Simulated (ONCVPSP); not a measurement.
## platinum, ONCV: configuration errors across variants

| Quantity | Value |
| --- | --- |
| Element | Pt |
| Generator | ONCVPSP 4.0.1 |
| Type | optimised norm-conserving Vanderbilt (ONCV) |
| Functional | revPBE |
| Relativity | scalar-relativistic |
| Frozen core | [Kr] 4d10 4f14 |
| Valence charge | 18 |
| Reference configuration | 5s2 5p6 5d9 6s1 |
| Partial waves | 5s+6s: rc 1.65 bohr, ncon 4, nbas 7, qcut 9.5 1/bohr, 3 projectors, debl 3.4 Ha; 5p: rc 1.85 bohr, ncon 4, nbas 7, qcut 8.4 1/bohr, 2 projectors, debl 3 Ha; 5d: rc 1.65 bohr, ncon 4, nbas 9, qcut 6.1 1/bohr, 2 projectors, debl 3.5 Ha |
| Local potential | polynomial inside 1.35 bohr (lpopt 1, dvloc0 0 Ha) |
| Core correction | Teter function, fcfact 2.75, rcfact 1.7 |

All-electron excitation energies from the reference (eV): (1) 5s2 5p6 5d9 6s0 9.072; (2) 5s2 5p6 5d8 6s0 28.952; (3) 5s2 5p6 5d7 6s0 61.087; (4) 5s2 5p6 5d10 6s0 -0.053.

Errors AE − PS in meV (a dash: test not solved or not reliable):

```tsv
change	(1)	(2)	(3)	(4)	bound ghosts	GHOST(+) flags above zero
base	-6.7	-8.5	-26	-9.6	none	s
core correction Teter function, fcfact 1.4, rcfact 1.7	-5.6	-6.6	-18	-8.2	none	s
core correction Teter function, fcfact 2.4, rcfact 1.7	-6.4	-8.0	-24	-9.3	none	s
core correction Teter function, fcfact 3.7, rcfact 1.7	-7.4	-10.0	-32	-11	none	s
core correction Teter function, fcfact 4.7, rcfact 1.7	-8.1	-12	-38	-11	none	s
core correction Teter function, fcfact 5.7, rcfact 1.7	-8.7	-14	-46	-12	none	s
core correction Teter function, fcfact 6.7, rcfact 1.7	-9.4	-16	-53	-13	none	s
```

Q: Give the same row for: core correction Teter function, fcfact 7.2, rcfact 1.7.

A: -9.6, -17, -57, -13; bound ghosts: none; GHOST(+) flags above zero: s.
